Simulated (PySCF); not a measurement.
## Electron correlation in N²⁺ (nitrogen, charge +2)

[He] 2s2 2p1, 2P determinant. Calculation: PySCF 2.14, in aug-cc-pVDZ (4s3p2d, 23 functions); the non-relativistic Hamiltonian (point nucleus). Frozen: 1s2; 3 electrons correlated.

MP2 pair energies summed by pair of shells (mhartree):

```tsv
pair	energy	share (%)
2s-2s	-29.76	64.5
2s-2p	-16.35	35.5
```

Total MP2 correlation energy: -46.11 mhartree.

Same-spin part -2.35 and opposite-spin part -43.76 mhartree; SCS-MP2 scales them by 1/3 and 6/5 to -53.30 mhartree.

```json
{"level": "CCSD", "correlation energy (mhartree)": "-74.67"}
{"level": "(T)", "correlation energy (mhartree)": "-0.56"}
{"level": "CCSD(T)", "correlation energy (mhartree)": "-75.23"}
```

Diagnostics: T1 = 0.0067, D1 = 0.0130, largest double amplitude 0.139.

Problem. Is a single reference adequate?

Solution. Mostly. T1 lies below 0.03, but a double amplitude of this size points to a near-degeneracy that CCSD handles and MP2 describes poorly.
